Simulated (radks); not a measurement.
The numbers below are computed, except where a source is named.
Question: Spherical quantum dot in the effective-mass picture: electrons in a well V = -V0 / (1 + exp((r - R)/a)) with V0 = 5.16, R = 8.43, a = 0.29, with a point charge +1 (a donor) at the centre, all in effective atomic units (hartree* = m*/eps^2 hartree, bohr* = eps/m* bohr), one dielectric constant everywhere. Level of theory: non-relativistic Kohn-Sham, PBEsol, spin-polarised, spherical densities (a radial shooting solver with Libxc functionals). Levels are named by radial order and angular momentum (1s, 1p, 1d, 2s, ...), and open shells are averaged over m. Results are scaled to m* = 0.03 and eps = 12.1, for which hartree* = 5.576 meV and bohr* = 21.34 nm. At N = 4 the configuration is 1s2 1p(up 2, down 0). Does electron 5 go into 2s up or 1p up or 1p down?

Answer: Into 1p up. The total energies of the other choices lie higher by 0.163 meV (2s up), 0.195 meV (1p down).
